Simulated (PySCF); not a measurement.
BH5N2O. Atoms are numbered in the order given.

```xyz
9

B      0.0225     0.0078     0.0000
O      1.3967    -0.1373     0.0000
H      1.6772    -1.0541     0.0000
N     -0.4742     1.3364     0.0000
H      0.1566     2.1238     0.0000
H     -1.4510     1.5829     0.0000
N     -0.8515    -1.1194     0.0000
H     -1.8570    -1.0367     0.0000
H     -0.5323    -2.0762     0.0000
```
Charge 0, spin multiplicity 1.

Geometry optimised at PBE0-D3(BJ)/def2-SVP. Other conformers were not sampled.

The numbers are results of PBE0-D3(BJ)/def2-SVP (PySCF 2.14.0), not measurements.

No scaling factor is applied to the harmonic values.

Q: List the normal modes with their intensities. (An estimate is asked for; the answer gives what the named calculation found.)

A: 
```
mode  ν (cm⁻¹)  IR (km/mol)  moving atoms (share of kinetic energy)
----  --------  -----------  --------------------------------------
1           32         21.5                          H 85 %, N 14 %
2          128         21.0                          H 84 %, N 15 %
3          271        407.0                           H 90 %, N 9 %
4          376          1.4           H 42 %, N 34 %, O 15 %, B 9 %
5          423          9.8           H 32 %, O 30 %, N 29 %, B 9 %
6          439         90.6                                  H 93 %
7          519          0.0                                  H 96 %
8          634         28.5                          B 81 %, N 10 %
9          829          7.7                          H 76 %, N 23 %
10         868          3.9                  N 59 %, O 26 %, H 16 %
11         910          2.0                  H 60 %, N 26 %, O 13 %
12        1011        125.9                   H 76 %, O 14 %, N 8 %
13        1422        263.7                   B 62 %, H 24 %, O 9 %
14        1434        131.6                          B 55 %, H 37 %
15        1594        122.8                   H 74 %, N 17 %, B 9 %
16        1606        343.8                  H 58 %, N 23 %, B 19 %
17        3665         38.7                                  H 96 %
18        3674         29.6                                  H 96 %
19        3768         22.5                           H 91 %, N 9 %
20        3785         32.2                           H 91 %, N 9 %
21        3960         53.1                                  H 94 %
```
